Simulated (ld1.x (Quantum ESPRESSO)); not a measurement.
## Which change was made? (Ga, TM)

* Element: Ga
* Generator: ld1.x (Quantum ESPRESSO) 7.5
* Type: norm-conserving Troullier–Martins (Kleinman–Bylander form)
* Functional: LDA (PZ)
* Relativity: scalar-relativistic
* Frozen core: [Ar] 3d10
* Valence charge: 3
* Reference configuration: 4s2 4p1
* Partial waves: 4s (bound): rc 1.90 bohr; 4d channel at -0.05 Ry: rc 1.75 bohr; 4p (bound): rc 2.25 bohr
* Local potential: the p channel
* Core correction: a·sin(br)/r model core, default radius (core density twice the valence density)

Cutoffs, loose and tight: the cutoffs (Ry, on a coarse ladder) from which the occupation-weighted sum of valence levels, in a spherical-Bessel basis at the reference potential, stays within 10 and 1 mRy of its value at 400 Ry. They do not see the model core or the augmentation charge, which bear on the density cutoff. Test errors are all-electron minus pseudo excitation energies from the reference, over the configurations 4s2 4p0; 4s1 4p0; 4s2 4p0.5; 4s1 4p2; 4s1 4p1; 4s2 4p1.3; 4s0 4p3 (two spin-polarised tests are not counted in the largest error); variants that change the core or the reference have their own tests.

The base gives: outcome: generated; cutoff, loose: 15 Ry; cutoff, tight: 35 Ry; bound ghosts: s, d; largest test error (meV): -191.

Problem. After one change the result is: outcome: generated; cutoff, loose: 50 Ry; cutoff, tight: 140 Ry; bound ghosts: s, d; largest test error (meV): -188. Which change was it?
A. type PAW; waves now 4s (bound): rcut 1.65, rcutus 1.90 bohr; 4s channel at -0.35 Ry: rcut 1.65, rcutus 1.90 bohr; 4p (bound): rcut 1.95, rcutus 2.25 bohr; 4p channel at 4.7 Ry: rcut 1.95, rcutus 2.25 bohr; 4d channel at -0.05 Ry: rcut 1.50, rcutus 1.75 bohr; local potential all-electron potential smoothed inside 1.40 bohr (lloc = -1); augmentation PSQ, inside the norm-conserving radii
B. local potential the s channel
C. all radii but the core radius scaled by about 0.78 (s 1.48, p 1.76, d 1.36 bohr)
D. wave 4s (bound): rc 1.90 bohr becomes 4s (bound): rc 1.26 bohr
E. wave 4d channel at -0.05 Ry: rc 1.75 bohr becomes 4d channel at -0.05 Ry: rc 1.42 bohr

Solution. D. The others give: wave 4d channel at -0.05 Ry: rc 1.75 bohr becomes 4d channel at -0.05 Ry: rc 1.42 bohr → outcome: generated; cutoff, loose: 15 Ry; cutoff, tight: 35 Ry; bound ghosts: s; largest test error (meV): -191 | local potential the s channel → outcome: generated; cutoff, loose: 15 Ry; cutoff, tight: 35 Ry; bound ghosts: d; largest test error (meV): -173 | all radii but the core radius scaled by about 0.78 (s 1.48, p 1.76, d 1.36 bohr) → outcome: generated; cutoff, loose: 30 Ry; cutoff, tight: 70 Ry; bound ghosts: none; largest test error (meV): -186 | type PAW; waves now 4s (bound): rcut 1.65, rcutus 1.90 bohr; 4s channel at -0.35 Ry: rcut 1.65, rcutus 1.90 bohr; 4p (bound): rcut 1.95, rcutus 2.25 bohr; 4p channel at 4.7 Ry: rcut 1.95, rcutus 2.25 bohr; 4d channel at -0.05 Ry: rcut 1.50, rcutus 1.75 bohr; local potential all-electron potential smoothed inside 1.40 bohr (lloc = -1); augmentation PSQ, inside the norm-conserving radii → outcome: generated; cutoff, loose: 8 Ry; cutoff, tight: 12 Ry; bound ghosts: d; largest test error (meV): -203.
